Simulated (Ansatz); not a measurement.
Total energies of C3H9As, SMILES `CC[AsH]C`.

```xyz
13

C     0.0456    0.6082    2.0100
C     0.0842    0.6520    0.4931
As    0.5135   -1.1121   -0.2875
C     0.0734   -0.6909   -2.1590
H    -0.1474    1.5989    2.4308
H    -0.7416   -0.0601    2.3687
H     0.9925    0.2520    2.4236
H    -0.8644    1.0028    0.0808
H     0.8641    1.3356    0.1459
H    -0.8408   -1.7370    0.0440
H     0.8701   -0.0704   -2.5717
H     0.0270   -1.6161   -2.7340
H    -0.8763   -0.1629   -2.2445
```

Total charge 0; spin multiplicity 1. Correlated methods include outer-core shells of As, which these sets cover unevenly. Scalar relativity is left out up to krypton. Geometry: relaxed with PBE0-D4/def2-TZVP. It is one conformer, not always the lowest. Basis def2-TZVPP, the Gaussian-basis code of Ansatz.

RPA on PBE orbitals: Hartree–Fock energy of these orbitals -2353.03245 Eh, correlation -1.35234 Eh (frozen core).

```
             functional  energy without D4 (Eh)  D4 term (kJ/mol)
            LDA (SPW92)             -2351.20306                 –
                    PBE             -2355.13773             -24.1
                 revPBE             -2355.43629             -77.4
                   BLYP             -2355.61831             -53.6
                 B97M-V             -2355.24396                 –
                  B3LYP             -2355.70602             -38.8
HSE06 (plane-wave form)             -2355.22329             -18.8
                  BHLYP             -2355.55520             -28.8
              CAM-B3LYP             -2355.70024             -20.4
                LC-ωPBE             -2355.28223                 –
                ωB97X-V             -2355.41371                 –
                ωB97M-V             -2355.44372                 –
                 B2PLYP             -2355.15967                 –
               PBE-QIDH             -2354.89428                 –
```

Give the same for r2SCAN, PBE0, r2SCANh, r2SCAN0. (Best estimate.)

Computed: 
```csv
functional,energy without D4 (Eh),D4 term (kJ/mol)
r2SCAN,-2355.56555,-6.0
PBE0,-2355.22963,-20.3
r2SCANh,-2355.55642,-6.3
r2SCAN0,-2355.54390,-6.9
```

B3LYP takes the VWN-RPA correlation (the form of Gaussian; ORCA's B3LYP/G). HSE06 is the plane-wave form, built on full-range PBE exchange. The double hybrids freeze the cores in their second-order part.

LC-ωPBE has ω = 0.4 bohr⁻¹.
